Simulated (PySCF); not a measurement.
From one molecule to another.

First species: C5H12OSi.
SMILES with atom numbers: `[CH2:1]=[CH:2][CH2:3][CH2:4][CH2:5][SiH2:6][OH:7]` (hydrogens: H8, H9 on C1; H10 on C2; H11, H12 on C3; H13, H14 on C4; H15, H16 on C5; H17, H18 on Si6; H19 on O7)

Second species: C2H5F3P2Si.
SMILES: `C(F)(F)(/P=P/C[SiH3])F`

Levels: CAM-B3LYP/def2-SVPD for HOMO energy, LUMO energy, HOMO–LUMO gap and static isotropic polarisability; TDDFT CAM-B3LYP/def2-SVPD for lowest singlet excitation; TDA CAM-B3LYP/def2-SVPD for lowest triplet excitation (Tamm–Dancoff). Geometries: GFN2-xTB. Each structure is a single optimised conformer of the isolated species, non-relativistic unless stated; the electronic structure was computed with PySCF and density fitting.

Dipoles, sizes and rotational constants follow the conformer. The torsions of the flexible species, by atom-mapped SMILES:
- `[F:1][C:2]([F:3])([F:4])/[P:5]=[P:6]/[CH2:7][SiH3:8]`: F1–C2–P5–P6 151°, P5–P6–C7–Si8 -88°

The conformers of `C=CCCC[SiH2]O` aren't listed.

Task: Which of the two has the higher S1 energy, and by how much?

Result: The first: 7.05 eV against 3.26 eV, a difference of 3.79 eV.

Task: Which has the higher T1 energy?

Result: The first: 4.50 eV against 2.00 eV, a difference of 2.50 eV.

Task: Which of the two has the higher HOMO–LUMO gap, and by how much?

Result: The first: 9.70 eV against 6.75 eV, a difference of 2.95 eV.

Task: Which of the two has the higher static isotropic polarisability, and by how much?

Result: The second: 106.8 au against 88.5 au, a difference of 18.3 au.

Task: Which has the higher LUMO energy?

Result: The first: 0.86 eV against -2.06 eV, a difference of 2.92 eV.

On the first: The vertical singlet–triplet gap S1 − T1 is 2.55 eV (TDDFT singlet less Tamm–Dancoff triplet; S1: HOMO−1→LUMO, weight 0.80; T1: HOMO→LUMO+1, weight 0.55, beside HOMO→LUMO+2, weight 0.32). The principal polarisabilities are 78.0, 91.7 and 95.7 au; their mean is the isotropic value.

On the second: S1 lies 3.49 eV below the HOMO–LUMO gap; its leading configuration is HOMO−1→LUMO, weight 0.96. The principal polarisabilities are 83.9, 94.3 and 142.2 au; their mean is the isotropic value.
